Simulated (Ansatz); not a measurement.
Born–Oppenheimer molecular dynamics of CH5FMgSe (9 atoms, charge 0, multiplicity 1). It starts at the highest image of a converged band, a first-order saddle point between two minima.

These are results of Ansatz 0.2.0, RKS PBE/def2-mTZVP, not measurements.

```json
{"ensemble": "NVE (velocity Verlet)", "time step": "0.5 fs", "steps asked": "200", "starting velocities drawn for": "100 K", "seed": "4933"}
```

First frame:

```xyz
9
Properties=species:S:1:pos:R:3
Mg 0.000 -0.199 0.257
F 1.080 -0.824 1.747
C -0.891 -0.828 -1.524
H 1.003 0.398 2.154
Se 0.387 1.963 1.867
H -1.943 -0.509 -1.594
H -0.375 -0.423 -2.409
H -0.878 -1.925 -1.617
H 1.617 2.347 1.120
```

(1) How far do the bonds stretch over the last three quarters of this one trajectory? (Pairs bonded in most of those frames.)

Results:

(1) 
| bond | mean (Å) | spread (Å) | shortest | longest |
| --- | --- | --- | --- | --- |
| Mg1–F2 | 1.885 | 0.028 | 1.83 | 1.93 |
| Mg1–C3 | 2.097 | 0.035 | 2.04 | 2.15 |
| Mg1–Se5 | 2.777 | 0.056 | 2.71 | 2.87 |
| C3–H6 | 1.101 | 0.004 | 1.09 | 1.11 |
| C3–H7 | 1.102 | 0.004 | 1.09 | 1.11 |
| C3–H8 | 1.102 | 0.004 | 1.10 | 1.11 |
| H4–Se5 | 1.600 | 0.042 | 1.53 | 1.69 |
| Se5–H9 | 1.489 | 0.006 | 1.48 | 1.50 |

Mean temperature of the second half: 74 K. The conserved energy stayed within 0.0082 meV per atom of its start (net change 0.0058 meV per atom), so the integration is sound. A run of 0.1 ps of so small a system gives no equilibrium averages. The orbitals stay closed-shell, which can raise the energy where a bond breaks towards radicals; this wasn't checked here.

Run time: 5.3 min on 2 threads of Arm Neoverse V2 (shared host), peak memory 0.19 GiB.
